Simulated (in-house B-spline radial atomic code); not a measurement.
Ionisation energies along the 14-electron series, configuration [Ne] 3s2 3p2, as differences of self-consistent energies. NIST's values go from ground level to ground level; the uncertainty of those that are theory runs from under 0.1 % in few-electron ions to several per cent in heavy many-electron ones. Computed with an all-electron radial atomic-structure program (B-spline basis): non-relativistic Hartree-Fock, average of the configuration, point nuclei.

This level leaves out relativity, spin-orbit splitting included, which matters for heavy ions.

```
  ion  configuration after  ionisation energy (eV)  IE/(q+1)² (eV)  -ε less Coulomb ΔSCF (eV)  tabulated value (eV)  tabulated kind  computed minus tabulated (eV)
Kr22+         [Ne] 3s2 3p1                   983.2          1.8586                    0.44928                   999  semi-empirical                          -15.8
Rb23+         [Ne] 3s2 3p1                       ?               ?                          ?                     ?  semi-empirical                              ?
Sr24+         [Ne] 3s2 3p1                  1145.1          1.8322                    0.45201                  1165  semi-empirical                          -19.9
Zr26+         [Ne] 3s2 3p1                       ?               ?                          ?                     ?  semi-empirical                              ?
Nb27+         [Ne] 3s2 3p1                  1410.8          1.7995                    0.45569                  1439  semi-empirical                          -28.2
Mo28+         [Ne] 3s2 3p1                  1505.4            1.79                    0.45682                  1537  semi-empirical                          -31.6
Tc29+         [Ne] 3s2 3p1                  1603.0          1.7811                     0.4579                  1638  semi-empirical                          -35.0
Ru30+         [Ne] 3s2 3p1                       ?               ?                          ?                     ?  semi-empirical                              ?
Rh31+         [Ne] 3s2 3p1                  1807.3           1.765                    0.45993                  1851  semi-empirical                          -43.6
Pd32+         [Ne] 3s2 3p1                  1914.1          1.7576                    0.46088                  1962  semi-empirical                          -47.9
```

**Question.** Fill in the row of Rb23+.

**Answer.** ionisation energy (eV): 1062.6; IE/(q+1)² (eV): 1.8449; -ε less Coulomb ΔSCF (eV): 0.45067; tabulated value (eV): 1080; computed minus tabulated (eV): -17.4.

**Question.** Fill in the row of Zr26+.

**Answer.** ionisation energy (eV): 1319.2; IE/(q+1)² (eV): 1.8096; -ε less Coulomb ΔSCF (eV): 0.45452; tabulated value (eV): 1344; computed minus tabulated (eV): -24.8.

**Question.** Fill in the row of Ru30+.

**Answer.** ionisation energy (eV): 1703.7; IE/(q+1)² (eV): 1.7728; -ε less Coulomb ΔSCF (eV): 0.45893; tabulated value (eV): 1743; computed minus tabulated (eV): -39.3.

**Question.** How far is this level of theory from the measured and semi-empirical values?

**Answer.** Over those 10 rows the differences run from -47.9 to -15.8 eV (mean absolute value 30 eV). The calculation leaves out relativity, correlation and, in open shells, the multiplet splittings that an average leaves out.
